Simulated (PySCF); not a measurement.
# Magnetisability: `[F][Ni-2]([F])([F])([F])([F])[F]`, [F6Ni]2-, charge -2

Geometry:
| atom | x (Å) | y (Å) | z (Å) |
| --- | --- | --- | --- |
| Ni1 | 0.000 | 0.000 | 0.000 |
| F2 | -0.019 | -0.010 | 1.783 |
| F3 | 0.019 | 0.010 | -1.783 |
| F4 | 1.782 | 0.005 | 0.019 |
| F5 | -1.783 | -0.006 | -0.019 |
| F6 | -0.006 | 1.783 | 0.010 |
| F7 | 0.006 | -1.783 | -0.010 |

Total charge -2.

Computed with PySCF, GIAO B3LYP/def2-SVP (def2-TZVP on Ni) magnetisability, rotational g tensor and spin-rotation constants, non-relativistic, gas phase. Geometry: GFN2-xTB.

For an ion the centre-of-mass motion in the field is neglected. The highest occupied orbital is unbound at this level, so the values depend on the basis.

(1) How diamagnetic is it, and how anisotropic?

(2) Split it along the inertial axes a, b, c into diamagnetic and paramagnetic parts about the centre of mass, with the quadrupole moment.

(3) And the rotational g tensor?

Results:

(1) Isotropic -158 × 10⁻³⁰ J/T², or -9.5 × 10⁻⁶ cm³/mol; principal values -158, -158, -157 × 10⁻³⁰ J/T², anisotropy 1 × 10⁻³⁰ J/T² (root of half the summed squared differences of the principal values). The susceptibility is in cgs units.

(2) 
| axis | χ (10⁻⁶ cm³/mol) | diamagnetic (10⁻⁶ cm³/mol) | paramagnetic (10⁻⁶ cm³/mol) | summed x² of all electrons (Å²) | quadrupole Θ (D Å) |
| --- | --- | --- | --- | --- | --- |
| a | -9.5 | -588.7 | 579.2 | 69.4 | 0.00 |
| b | -9.5 | -588.7 | 579.2 | 69.4 | 0.00 |
| c | -9.5 | -588.7 | 579.2 | 69.4 | 0.00 |

Anisotropies 2χaa − χbb − χcc = 0.0 and 2χbb − χaa − χcc = 0.0 × 10⁻⁶ cm³/mol. Θ is traceless in Buckingham's convention.

(3) 
```csv
axis,rotational constant (GHz),g,nuclear part,electronic part
a,2.0930,-0.0923,0.4773,-0.5695
b,2.0927,-0.0922,0.4772,-0.5695
c,2.0920,-0.0922,0.4770,-0.5693
```
Spherical top; isotopes 19F, 58Ni; no vibrational averaging.
